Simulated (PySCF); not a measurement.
BrCl: everyday levels beside a composite calculation

PySCF; the state is a singlet (closed shell). The composite is CCSD(T) extrapolated to the basis-set limit from two correlation-consistent sets, with core-valence (CV) and scalar-relativistic (SR) terms as its label shows; it has no spin–orbit coupling and nothing beyond (T). Here it is CCSD(T)/CBS(TQ)+CV. It gives Re = 2.135 Å, ωe = 450 cm⁻¹ and De = 2.43 eV to Br + Cl.

```
   level                   basis                           relativity  Re (Å)  ωe (cm⁻¹)  De (eV)
RHF-CCSD  cc-pVDZ-PP/cc-pV(D+d)Z  scalar-relativistic core potentials   2.180        422     1.67
RHF-CCSD              6-31G(d,p)                        no relativity   2.178        424     1.64
     PBE            x2c-TZVPPall                        spin-free X2C   2.161        429     2.66
    PW91  cc-pVDZ-PP/cc-pV(D+d)Z  scalar-relativistic core potentials   2.183        415     2.55
    BLYP              6-31G(d,p)                        no relativity   2.219        393     2.26
  r²SCAN            x2c-TZVPPall                        spin-free X2C   2.147        442     2.44
    PBE0  cc-pVDZ-PP/cc-pV(D+d)Z  scalar-relativistic core potentials   2.152        445     2.24
   B97-3            x2c-TZVPPall                        spin-free X2C   2.146        452     2.36
    MN15  cc-pVDZ-PP/cc-pV(D+d)Z  scalar-relativistic core potentials   2.158        437     2.21
    MN15              6-31G(d,p)                        no relativity   2.146        448     2.17
```

Give the difference of each row from the composite.



```json
{"level": "RHF-CCSD", "basis": "cc-pVDZ-PP/cc-pV(D+d)Z", "ΔRe (pm)": "+4.5", "Δωe (%)": "-6.2", "ΔDe (eV)": "-0.76"}
{"level": "RHF-CCSD", "basis": "6-31G(d,p)", "ΔRe (pm)": "+4.3", "Δωe (%)": "-5.8", "ΔDe (eV)": "-0.79"}
{"level": "PBE", "basis": "x2c-TZVPPall", "ΔRe (pm)": "+2.6", "Δωe (%)": "-4.7", "ΔDe (eV)": "+0.23"}
{"level": "PW91", "basis": "cc-pVDZ-PP/cc-pV(D+d)Z", "ΔRe (pm)": "+4.8", "Δωe (%)": "-7.8", "ΔDe (eV)": "+0.12"}
{"level": "BLYP", "basis": "6-31G(d,p)", "ΔRe (pm)": "+8.4", "Δωe (%)": "-12.7", "ΔDe (eV)": "-0.17"}
{"level": "r²SCAN", "basis": "x2c-TZVPPall", "ΔRe (pm)": "+1.2", "Δωe (%)": "-1.8", "ΔDe (eV)": "+0.01"}
{"level": "PBE0", "basis": "cc-pVDZ-PP/cc-pV(D+d)Z", "ΔRe (pm)": "+1.7", "Δωe (%)": "-1.1", "ΔDe (eV)": "-0.19"}
{"level": "B97-3", "basis": "x2c-TZVPPall", "ΔRe (pm)": "+1.1", "Δωe (%)": "+0.4", "ΔDe (eV)": "-0.07"}
{"level": "MN15", "basis": "cc-pVDZ-PP/cc-pV(D+d)Z", "ΔRe (pm)": "+2.3", "Δωe (%)": "-2.9", "ΔDe (eV)": "-0.22"}
{"level": "MN15", "basis": "6-31G(d,p)", "ΔRe (pm)": "+1.1", "Δωe (%)": "-0.4", "ΔDe (eV)": "-0.26"}
```

Which rows come closest in De?

r²SCAN in x2c-TZVPPall (+0.01 eV), counted from the composite.

Measured (Huber and Herzberg, Constants of Diatomic Molecules (1979)): Re = 2.136065 Å, ωe = 444.276 cm⁻¹; the composite is off by -1.5 mÅ and +6.0 cm⁻¹.

Correlated steps freeze the inner cores (9 to 14 orbitals); shallow outer-core shells are correlated. Correlated levels converge slowly with the basis: in double zeta they bind strong bonds too weakly, by up to about 1 eV, and carry superposition errors of some tenths. Where the molecule has an RHF reference, its open-shell atoms are computed with UHF.
